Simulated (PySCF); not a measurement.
B(Cl)(SMe)2 (C2H6BClS2), SMILES CSB(Cl)SC.

Coordinates come from a B3LYP-D3(BJ)/def2-SVP optimisation. One conformer was computed; it need not be the lowest.

Two levels are set side by side: TDDFT-PBE/def2-SVPD (PySCF) and TDDFT-PBE0/def2-SVPD (PySCF). Vertical, same geometry. The lowest singlet is HOMO→LUMO 96 % with PBE and HOMO→LUMO 97 % with the other functional; states are paired by order. Differences are taken from unrounded values.

```json
[
 {"quantity": "lowest singlet excitation (eV)", "TDDFT-PBE0": "5.47"},
 {"quantity": "lowest triplet excitation (TDA) (eV)", "TDDFT-PBE0": "4.39"},
 {"quantity": "first bright state (f over 0.05) (eV)", "TDDFT-PBE0": "5.47"},
 {"quantity": "its oscillator strength", "TDDFT-PBE0": "0.23"}
]
```

**Question.** What does TDDFT-PBE give, and how far is it from TDDFT-PBE0? (The exact figures need the calculation; the answer reports its results.)

**Answer.** 
```csv
quantity,TDDFT-PBE,TDDFT-PBE minus TDDFT-PBE0
lowest singlet excitation (eV),5.09,-0.39
lowest triplet excitation (TDA) (eV),4.05,-0.33
first bright state (f over 0.05) (eV),5.09,-0.39
its oscillator strength,0.21,-0.02
```

Functionals without exact exchange tend to place singlet excitations lower, as here. Differences between two approximate levels are no errors against the true value.

Rough cost on one machine, each run with all the roots and properties that it gave: TDDFT-PBE0 against TDDFT-PBE about 4 times.
